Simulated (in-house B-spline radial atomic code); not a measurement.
Orbital energies and mean radii along the 22-electron series, configuration 1s2 2s2 2p6 3s2 3p6 3d3/2(4). The effective charge is n√(-2ε), a non-relativistic measure. Computed with a B-spline radial code for spherical atoms: Dirac-Hartree-Fock, jj configuration that fills j = l - 1/2 first, finite nuclei.

| ion | Z | energy of 3p1/2 (Eh) | mean radius of 3p1/2 (bohr) | energy of 2p3/2 (Eh) | mean radius of 2p3/2 (bohr) | energy of 2s1/2 (Eh) | mean radius of 2s1/2 (bohr) | effective charge of 3p1/2 |
| --- | --- | --- | --- | --- | --- | --- | --- | --- |
| Br13+ | 35 | -20.384 | 0.50708 | -72.733 | 0.16567 | -81.492 | 0.18805 | 19.155 |
| Kr14+ | 36 | -22.675 | 0.48619 | -78.8 | 0.16034 | -88.066 | 0.18203 | 20.203 |
| Rb15+ | 37 | -25.085 | 0.46691 | -85.121 | 0.15534 | -94.919 | 0.17635 | 21.249 |
| Sr16+ | 38 | -27.616 | 0.44906 | -91.695 | 0.15064 | -102.05 | 0.17099 | 22.295 |
| Zr18+ | 40 | -33.037 | 0.41706 | -105.61 | 0.14202 | -117.17 | 0.16113 | 24.386 |
| Nb19+ | 41 | -35.93 | 0.40266 | -112.94 | 0.13806 | -125.16 | 0.15658 | 25.431 |
| Mo20+ | 42 | -38.944 | 0.38918 | -120.53 | 0.13431 | -133.44 | 0.15225 | 26.476 |
| Tc21+ | 43 | -42.08 | 0.37653 | -128.37 | 0.13076 | -142.01 | 0.14814 | 27.522 |
| Ru22+ | 44 | -45.34 | 0.36465 | -136.47 | 0.12738 | -150.87 | 0.14422 | 28.568 |
| Rh23+ | 45 | -48.723 | 0.35345 | -144.82 | 0.12417 | -160.03 | 0.14048 | 29.614 |
| Pd24+ | 46 | -52.231 | 0.34288 | -153.43 | 0.12111 | -169.48 | 0.13691 | 30.662 |

(1) How does the screening of 3p1/2 change?

Answers

(1) Z less the effective charge goes from 15.85 at Z = 35 to 15.34 at Z = 46.
